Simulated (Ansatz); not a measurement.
Molecule: dimethyl(prop-2-enyl)borane, C₅H₁₁B, net charge 0, singlet state. 
Geometry from a B3LYP-D3(BJ)/def2-TZVP (Ansatz, an electronic-structure program) optimisation:
```
B
C 1 1.5682
H 2 1.0913 1 115.16
H 2 1.0943 3 108.81 1 125.74
H 2 1.0984 3 107.58 4 113.52
C 1 1.5687 2 120.87 3 -11.37
H 6 1.0913 1 115.37 2 174.86
H 6 1.0945 7 108.79 1 126.23
H 6 1.0983 7 107.52 8 113.22
C 1 1.5843 2 118.85 3 168.16
H 10 1.0920 1 112.75 2 15.94
H 10 1.0951 11 108.70 1 -123.49
C 10 1.5040 11 110.00 12 -119.71
C 13 1.3294 10 125.31 11 -19.97
H 14 1.0823 13 121.50 10 -177.77
H 14 1.0842 15 116.93 13 179.27
H 13 1.0864 14 118.65 15 -1.11
```

Total electronic energies in hartree. Correlated levels leave the core frozen unless marked. No spin-orbit coupling. Non-relativistic unless marked X2C. CBS marks a two-point X^-3 extrapolation of the correlation energy; Hartree-Fock from the larger set.

```
level                                program  energy (Eh)
----------------------------  --------------  -----------
HF/cc-pwCVTZ                          Ansatz   -220.49926
RI-HF/aug-cc-pVTZ                     Ansatz   -220.49892
PBE-D3(BJ)/def2-TZVPD         Ansatz + dftd3          ___
BLYP-D3(BJ)/def2-TZVPD        Ansatz + dftd3   -221.96707
B3LYP-D4/def2-TZVPD           Ansatz + dftd4   -222.10990
PBE0-D4/def2-TZVP             Ansatz + dftd4   -221.79621
HSE06-D4/def2-TZVPD           Ansatz + dftd4   -221.78153
CAM-B3LYP-D3(BJ)/def2-TZVPD   Ansatz + dftd3          ___
LC-wPBE/def2-TZVPD                    Ansatz   -221.92150
wB97M-V/def2-TZVPD                    Ansatz   -221.94132
MP2/cc-pVDZ                           Ansatz   -221.21920
SCS-MP2/6-31G                         Ansatz   -220.84557
CCSD/cc-pwCVTZ                        Ansatz   -221.52839
X2C-CCSD(T)/cc-pVTZ-DK                Ansatz   -221.63959
CCSD(T)/CBS(cc-pVTZ,cc-pVQZ)          Ansatz    -221.6610
```

Task: What belongs in the gaps?

Result: 
- PBE-D3(BJ)/def2-TZVPD, energy (Eh): -221.75536
- CAM-B3LYP-D3(BJ)/def2-TZVPD, energy (Eh): -221.94483
